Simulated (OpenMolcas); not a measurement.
Rh5+ (d4) among equal point charges was computed by CASSCF with the d shell active (OpenMolcas, ANO-RCC-VDZP on the metal). Its lowest spin-free states, and all those of the highest spin:

| 2S+1 | Degeneracy | E (cm-1) |
| --- | --- | --- |
| 5 | 2 | 0.0 |
| 5 | 2 | 1461 |
| 5 | 1 | 2465 |
| 3 | 1 | 20200 |
| 3 | 2 | 21228 |
| 3 | 2 | 21294 |
| 3 | 1 | 22213 |
| 3 | 1 | 22220 |
| 3 | 2 | 22284 |
| 3 | 2 | 23319 |
| 3 | 2 | 24188 |
| 3 | 1 | 24759 |

Question: Is the site octahedral, tetrahedral or cube-like, axial, or of lower symmetry?

Answer: The states with 2S+1 = 5 have orbital degeneracies 2, 2, 1. There are pairs but no triples, so the site is axial: not cubic, but with a proper or improper axis of order three or more. The run had Rh5+ among 6 point charges of -1.5 e arranged as a trigonal prism (D3h), 2.03 Å from the ion, with a polar angle of 54.5° against the regular 49.1°.

Spin-orbit coupling mixes the spin-free states strongly: the lowest level takes only 60 % from its leading state, 5E. An orbital doublet at a regular site is open to a Jahn-Teller distortion, which this geometry leaves out. Without dynamic correlation the repulsion within the d shell is too large (B by tens of per cent), so at a given field states of lower spin stand too high. Point charges give a weaker field than real ligands, and real ions of this kind are as a rule low spin; the high spin found here belongs to the model. The ground term spreads over less than 5000 cm-1, several times less than with real ligands, so orbital moments are less quenched and χT lies further from the spin-only value than at real sites. This is an electrostatic model: the charges have no orbitals. No measured value stands beside these numbers.
